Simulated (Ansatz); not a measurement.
The cluster Cu2H2, relaxed as a triplet with UKS PBE0-D4/def2-TZVP in Ansatz, starting from the PBE0-D4/def2-TZVP geometry of the neutral singlet. Force threshold 0.02 eV/Å.

At PBE0-D4/def2-TZVP a singlet of charge 0 lies 1.38 eV below the triplet, each at its own geometry. The structure comes from a short search, and lower isomers may exist.

Start:

Cartesian coordinates in Å:
```
Cu 0.213 0.448 0.376
Cu -0.526 -1.318 -1.055
H 1.436 0.832 1.201
H -1.123 0.038 -0.521
```

```
step  energy (eV)  largest force component (eV/Å)  SCF passes
   1  -89298.2979                           0.746          57
   2  -89298.3428                           0.392          55
   3  -89298.3734                           0.064          65
   4  -89298.3780                           0.072          59
   5  -89298.3855                           0.094          64
   6  -89298.4133                           0.474          65
   7  -89298.5110                           0.513          57
   8  -89298.6481                           0.470          54
   9  -89298.8153                           0.461          50
  10  -89298.9486                           0.157          53
  11  -89298.9547                           0.063          45
  12  -89298.9554                           0.006          39
```

Force components are those of the run's own axes.

End:

```csv
atom,x (Å),y (Å),z (Å)
Cu1,-0.188,1.052,0.548
Cu2,0.188,-1.052,-0.548
H3,1.054,-0.059,0.475
H4,-1.054,0.059,-0.474
```

Bonds formed: Cu2–H3 (atoms count from 1).

No frequencies were taken in this run, so the end may be a saddle point.

Hardware: 4 threads of Arm Neoverse V1 on a shared host. Wall time 37 s.
